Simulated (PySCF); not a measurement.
C4H8ClF. Atoms are numbered in the order given.

```xyz
14

C     -3.1265    -0.2531     0.1939
C     -1.7088    -0.8197     0.1513
C     -0.6390     0.2753     0.1815
C      0.7664    -0.2820     0.1235
F      0.9466    -0.9956    -1.0257
Cl     1.9904     1.0455     0.1807
H     -3.3154     0.4101    -0.6661
H     -3.2953     0.3370     1.1098
H     -3.8797    -1.0557     0.1691
H     -1.5702    -1.4258    -0.7587
H     -1.5546    -1.5049     1.0043
H     -0.7285     0.8812     1.0976
H     -0.7643     0.9634    -0.6711
H      0.9987    -0.9418     0.9735
```
Charge 0, spin multiplicity 1.

Geometry: B3LYP-D3(BJ)/def2-SVP. The structure was generated by enumeration; whether it is a known compound was not checked. One conformer was computed; it need not be the lowest.

Method: SMD-M06-2X/def2-SVP run with PySCF.

Solvation free energies are E(SMD) − E(gas) at the gas-phase geometry, for 1 M in both phases. In vacuum the dipole moment is 2.36 D.

Computed solvation free energies in water, 2-propanol, ethanol:
```tsv
solvent	ΔG(solv) (kcal/mol)	its non-electrostatic (CDS) part	dipole (D)
water	-0.8	3.1	2.89
2-propanol	-5.6	-1.9	2.86
ethanol	-5.6	-1.8	2.87
```
